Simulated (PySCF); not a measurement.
Isomers of C7H9ClNP, mass 173.016 u with the commonest isotopes. Level of theory: PBE0-D3(BJ)/def2-SVP geometry optimisation, gas phase (PySCF). One conformer each, none proved a minimum here; rigid rotors.

Question: Order these by rotational constant A, largest first.
A. `CN(C)C1=CC(Cl)=PC=C1`
B. `[CH3:1][CH:2]([CH3:3])[c:4]1[cH:5][n:6][c:7]([Cl:8])[cH:9][p:10]1` with C1–C2–C4–C5 61°
C. `CN(C)c1ccc(Cl)cp1`

Answer: C (2488 MHz), B (2254 MHz), A (1614 MHz).

Question: Order these by dipole moment, smallest first.
A. `Clc1cpc(cc1)N(C)C`
B. `CN(C)C1=CC(Cl)=PC=C1`
C. `[CH3:1][CH:2]([CH3:3])[c:4]1[cH:5][n:6][c:7]([Cl:8])[cH:9][p:10]1` with C1–C2–C4–C5 61°

Answer: C (2.74 D), A (4.14 D), B (5.44 D).

```json
{"SMILES": "CN(C)c1ccc(Cl)cp1", "point group": "near Cs", "Ia (u·Å²)": "203.10", "Ib (u·Å²)": "958.03", "Ic (u·Å²)": "1154.67", "κ": "-0.91", "μa (D)": "3.76", "μb (D)": "1.73", "μc (D)": "0.02"}
{"SMILES": "CC(C)c1cnc(Cl)cp1", "point group": "near Cs", "Ia (u·Å²)": "224.23", "Ib (u·Å²)": "965.99", "Ic (u·Å²)": "1080.80", "κ": "-0.94", "μa (D)": "2.64", "μb (D)": "0.74", "μc (D)": "0.01"}
{"SMILES": "CN(C)c1ccpc(Cl)c1", "point group": "Cs", "Ia (u·Å²)": "313.10", "Ib (u·Å²)": "767.99", "Ic (u·Å²)": "1074.66", "κ": "-0.67", "μa (D)": "5.38", "μb (D)": "0.77", "μc (D)": "0.01"}
```
